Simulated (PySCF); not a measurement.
norbornene (C$_{7}$H$_{10}$), singlet, at a GFN2-xTB geometry; PBE0/3-21G run with PySCF.

The PySCF input:
```python
from pyscf import gto, scf, dft

mol = gto.Mole()
mol.atom = '''
    C     1.322721    0.396612   -0.608747
    C     0.655831    1.359101    0.013951
    C    -0.439514    0.704270    0.815466
    C    -1.463761    0.192573   -0.225391
    C    -0.689399   -0.925025   -0.948440
    C     0.681838   -0.914123   -0.231580
    C     0.248580   -0.607724    1.205564
    H     2.126406    0.492333   -1.316069
    H     0.788951    2.422616   -0.067240
    H    -0.872755    1.301193    1.614553
    H    -1.774858    0.988036   -0.901370
    H    -2.349724   -0.197034    0.275523
    H    -0.581787   -0.733865   -2.015384
    H    -1.175152   -1.892236   -0.821217
    H     1.280694   -1.806775   -0.396199
    H     1.091522   -0.459507    1.879231
    H    -0.431077   -1.348864    1.623235
'''
mol.basis = '3-21g'
mol.charge = 0
mol.spin = 0
mol.verbose = 4
mol.build()

mf = dft.RKS(mol)
mf.xc = 'pbe0'
mf.kernel()
mf.analyze()
```

Output, abridged:

```
PySCF version 2.14.0

[INPUT] verbose = 4
[INPUT] num. atoms = 17
[INPUT] num. electrons = 52
[INPUT] charge = 0
[INPUT] spin (= nelec alpha-beta = 2S) = 0
[INPUT] symmetry False subgroup None
[INPUT] Mole.unit = angstrom
[INPUT] Symbol           X                Y                Z      unit          X                Y                Z       unit  Magmom
[INPUT]  1 C      1.322721000000   0.396612000000  -0.608747000000 AA    2.499580429211   0.749488057716  -1.150365109151 Bohr   0.0
[INPUT]  2 C      0.655831000000   1.359101000000   0.013951000000 AA    1.239340974000   2.568328665622   0.026363569164 Bohr   0.0
[INPUT]  3 C     -0.439514000000   0.704270000000   0.815466000000 AA   -0.830561087912   1.330877417747   1.541007403895 Bohr   0.0
[INPUT]  4 C     -1.463761000000   0.192573000000  -0.225391000000 AA   -2.766107401819   0.363910228986  -0.425927260942 Bohr   0.0
[INPUT]  5 C     -0.689399000000  -0.925025000000  -0.948440000000 AA   -1.302775300549  -1.748043908376  -1.792291845582 Bohr   0.0
[INPUT]  6 C      0.681838000000  -0.914123000000  -0.231580000000 AA    1.288487081321  -1.727442114166  -0.437622775927 Bohr   0.0
[INPUT]  7 C      0.248580000000  -0.607724000000   1.205564000000 AA    0.469748120044  -1.148431919325   2.278185785635 Bohr   0.0
[INPUT]  8 H      2.126406000000   0.492333000000  -1.316069000000 AA    4.018324969632   0.930374532085  -2.487009971030 Bohr   0.0
[INPUT]  9 H      0.788951000000   2.422616000000  -0.067240000000 AA    1.490901315702   4.578080744989  -0.127065184616 Bohr   0.0
[INPUT] 10 H     -0.872755000000   1.301193000000   1.614553000000 AA   -1.649267923845   2.458898405201   3.051062983595 Bohr   0.0
[INPUT] 11 H     -1.774858000000   0.988036000000  -0.901370000000 AA   -3.353995529993   1.867117441211  -1.703342436899 Bohr   0.0
[INPUT] 12 H     -2.349724000000  -0.197034000000   0.275523000000 AA   -4.440334828318  -0.372340297228   0.520663011019 Bohr   0.0
[INPUT] 13 H     -0.581787000000  -0.733865000000  -2.015384000000 AA   -1.099418092832  -1.386803862404  -3.808523795830 Bohr   0.0
[INPUT] 14 H     -1.175152000000  -1.892236000000  -0.821217000000 AA   -2.220715434735  -3.575807803042  -1.551875218837 Bohr   0.0
[INPUT] 15 H      1.280694000000  -1.806775000000  -0.396199000000 AA    2.420160909374  -3.414309918711  -0.748707600827 Bohr   0.0
[INPUT] 16 H      1.091522000000  -0.459507000000   1.879231000000 AA    2.062677638938  -0.868342382321   3.551231914793 Bohr   0.0
[INPUT] 17 H     -0.431077000000  -1.348864000000   1.623235000000 AA   -0.814617468599  -2.548983539285   3.067469585808 Bohr   0.0

nuclear repulsion = 310.5996534557
number of shells = 55
number of NR pGTOs = 135
number of NR cGTOs = 83
basis = 3-21g
ecp = {}

******** <class 'pyscf.dft.rks.RKS'> ********
method = RKS
initial guess = minao
damping factor = 0
level_shift factor = 0
DIIS = <class 'pyscf.scf.diis.CDIIS'>
diis_start_cycle = 1
diis_space = 8
diis_damp = 0
SCF conv_tol = 1e-09
SCF conv_tol_grad = None
SCF max_cycles = 50
direct_scf = True
direct_scf_tol = 1e-13
XC library pyscf.dft.libxc version 7.1.2
    S. Lehtola, C. Steigemann, M. J. T. Oliveira, and M. A. L. Marques,  SoftwareX 7, 1–5 (2018)
XC functionals = pbe0
    C. Adamo and V. Barone,  J. Chem. Phys. 110, 6158 (1999)
    M. Ernzerhof and G. E. Scuseria,  J. Chem. Phys. 110, 5029 (1999)
radial grids:
    Treutler-Ahlrichs [JCP 102, 346 (1995); DOI:10.1063/1.469408] (M4) radial grids

becke partition: Becke, JCP 88, 2547 (1988); DOI:10.1063/1.454033
pruning grids: <function nwchem_prune>
grids dens level: 3
symmetrized grids: False
atomic radii adjust function: <function treutler_atomic_radii_adjust>
small_rho_cutoff = 0
Set gradient conv threshold to 3.16228e-05
Initial guess from minao.
tot grids = 196912
init E= -271.914001516254
  HOMO = -0.294719077856873  LUMO = -0.0624053568777918  gap/eV = 6.32158
cycle= 1 E= -270.90395581639  delta_E= 1.01  |g|= 0.308  |ddm|= 4.05
  HOMO = -0.195965596827241  LUMO = 0.082838615753527  gap/eV = 7.58665
cycle= 2 E= -270.904960573793  delta_E= -0.001  |g|= 0.311  |ddm|= 0.933
  HOMO = -0.24440545437806  LUMO = 0.039509411109238  gap/eV = 7.72572
cycle= 3 E= -270.930555631254  delta_E= -0.0256  |g|= 0.0227  |ddm|= 0.514
  HOMO = -0.245705225535422  LUMO = 0.0380693567127817  gap/eV = 7.72190
cycle= 4 E= -270.930654007736  delta_E= -9.84e-05  |g|= 0.0124  |ddm|= 0.0603
  HOMO = -0.244244271133076  LUMO = 0.0396446584495469  gap/eV = 7.72501
cycle= 5 E= -270.930693291441  delta_E= -3.93e-05  |g|= 0.0014  |ddm|= 0.0187
  HOMO = -0.244391396547433  LUMO = 0.0394979089014709  gap/eV = 7.72502
cycle= 6 E= -270.930693845165  delta_E= -5.54e-07  |g|= 0.000117  |ddm|= 0.00294
  HOMO = -0.244374410486215  LUMO = 0.0395159104001408  gap/eV = 7.72505
cycle= 7 E= -270.930693849686  delta_E= -4.52e-09  |g|= 2.84e-05  |ddm|= 0.000291
  HOMO = -0.244373945844603  LUMO = 0.0395161757634916  gap/eV = 7.72504
cycle= 8 E= -270.930693849893  delta_E= -2.07e-10  |g|= 1.18e-05  |ddm|= 6e-05
  HOMO = -0.244372991276895  LUMO = 0.039517290855402  gap/eV = 7.72505
Extra cycle  E= -270.930693849882  delta_E= 1.08e-11  |g|= 1.34e-05  |ddm|= 3.51e-05
converged SCF energy = -270.930693849882
**** SCF Summaries ****
Total Energy =                        -270.930693849882061
Nuclear Repulsion Energy =             310.599653455700093
One-electron Energy =                 -979.524646604988220
Two-electron Energy =                  397.994299299406009
Two-electron Coulomb Energy =          439.362493088314693
DFT Exchange-Correlation Energy =      -41.368193788908691
HOMO-LUMO gap [eV] =                     7.725048054428644
**** MO energy ****
MO #1   energy= -10.1703240668586  occ= 2
MO #2   energy= -10.1693026649993  occ= 2
MO #3   energy= -10.1601976504126  occ= 2
MO #4   energy= -10.1593685521863  occ= 2
MO #5   energy= -10.1593502225714  occ= 2
MO #6   energy= -10.1590961413096  occ= 2
MO #7   energy= -10.1582505593057  occ= 2
MO #8   energy= -0.921016399988146 occ= 2
MO #9   energy= -0.767647219906846 occ= 2
MO #10  energy= -0.740489011132614 occ= 2
MO #11  energy= -0.716815768144695 occ= 2
MO #12  energy= -0.596076820716079 occ= 2
MO #13  energy= -0.574457398987356 occ= 2
MO #14  energy= -0.534273008987892 occ= 2
MO #15  energy= -0.5239543983138   occ= 2
MO #16  energy= -0.489554741139241 occ= 2
MO #17  energy= -0.453661686120063 occ= 2
MO #18  energy= -0.410291426882821 occ= 2
MO #19  energy= -0.392799902121745 occ= 2
MO #20  energy= -0.357112805144861 occ= 2
MO #21  energy= -0.356423094645989 occ= 2
MO #22  energy= -0.350089690276702 occ= 2
MO #23  energy= -0.34191191256351  occ= 2
MO #24  energy= -0.332770423322494 occ= 2
MO #25  energy= -0.306273721270795 occ= 2
MO #26  energy= -0.244372991276895 occ= 2
MO #27  energy= 0.039517290855402  occ= 0
MO #28  energy= 0.129718627713174  occ= 0
MO #29  energy= 0.149894873334385  occ= 0
MO #30  energy= 0.169519811773962  occ= 0
MO #31  energy= 0.200659702389878  occ= 0
MO #32  energy= 0.204085046525429  occ= 0
MO #33  energy= 0.209230574243136  occ= 0
MO #34  energy= 0.212429903169475  occ= 0
 ** Mulliken pop on meta-lowdin orthogonal AOs  **
 ** Mulliken pop  **
 ** Mulliken atomic charges  **
charge of    0C =     -0.13491
charge of    1C =     -0.13491
charge of    2C =     -0.08566
charge of    3C =     -0.19346
charge of    4C =     -0.19348
charge of    5C =     -0.08565
charge of    6C =     -0.17880
charge of    7H =      0.11038
charge of    8H =      0.11038
charge of    9H =      0.09911
charge of   10H =      0.09984
charge of   11H =      0.09715
charge of   12H =      0.09984
charge of   13H =      0.09715
charge of   14H =      0.09911
charge of   15H =      0.10246
charge of   16H =      0.09145
Dipole moment(X, Y, Z, Debye): -0.24263, -0.11580, -0.08087
```
